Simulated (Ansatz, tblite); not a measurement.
Removing and adding an electron: Sn(NH2)Me3 (C3H11NSn). Total charge 0; singlet. Geometry: PBE0-D4/def2-SVP. Ansatz, gas phase; energy differences of separate SCF runs; the oxidised species was run as a doublet alone; the reduced species was run as a doublet alone.

Cartesian coordinates in Å:
```
Sn -0.077 0.068 0.075
N -1.336 1.300 1.138
H -2.285 1.324 0.767
H -1.015 2.266 1.177
C 1.819 0.202 1.075
H 2.509 -0.565 0.696
H 1.676 0.048 2.154
H 2.277 1.190 0.918
C 0.116 0.628 -2.002
H 0.791 -0.069 -2.521
H 0.529 1.644 -2.090
H -0.863 0.602 -2.502
C -0.923 -1.898 0.253
H -1.915 -1.940 -0.220
H -1.029 -2.158 1.316
H -0.274 -2.642 -0.232
```

In the def2 sets Sn takes a core potential; there is no spin–orbit coupling. The xTB rows come from tblite. Correlated methods freeze 8 core orbitals; core or outer-core shells of Sn are correlated, in sets that lack core-valence functions. The rows differ in basis, and correlated rows in double-zeta sets carry the largest basis error. In CCSD on the charge 1 doublet the largest single amplitude is 0.19, so its Hartree–Fock determinant may place the open shell otherwise than the density functionals do.

```
             level  −HOMO (eV)  vertical IE (eV)  −LUMO (eV)  vertical EA (eV)  HOMO–LUMO gap (eV)  IE − EA (eV)                       remarks
          GFN1-xTB       10.78             13.94        6.28              3.66                4.50         10.28                             –
          GFN2-xTB        9.98             13.09        5.47              2.78                4.52         10.32                             –
       HF/def2-SVP           –              7.53           –                 –                   –             –                             –
  PBE-D4/def2-TZVP        5.36              8.41        0.49                 –                4.87             –                             –
 PBE-D4/def2-TZVPD        5.42                 –        0.94             -0.41                4.48             –  HOMO above zero (-1 doublet)
 PBE0-D4/def2-TZVP        6.72              8.65       -0.34                 –                7.07             –                             –
PBE0-D4/def2-TZVPD        6.77                 –        0.28             -0.59                6.48             –  HOMO above zero (-1 doublet)
 ωB97M-V/def2-TZVP        9.05              8.90       -1.79                 –               10.84             –                             –
ωB97M-V/def2-TZVPD        9.09                 –       -0.52             -0.92                9.61             –  HOMO above zero (-1 doublet)
      MP2/def2-SVP           –              8.77           –                 –                   –             –                             –
     CCSD/def2-SVP           –              8.51           –                 –                   –             –                             –
  CCSD(T)/def2-SVP           –              8.52           –                 –                   –             –                             –
```

   A HOMO above zero means that the electron is unbound at that level or that self-interaction error raises the level; the energy of removing that electron tells which. Raw xTB energy differences between charge states are shifted by several eV; the methods need an empirical correction for them. A negative affinity means that the extra electron isn't bound; its size then hangs on the basis.
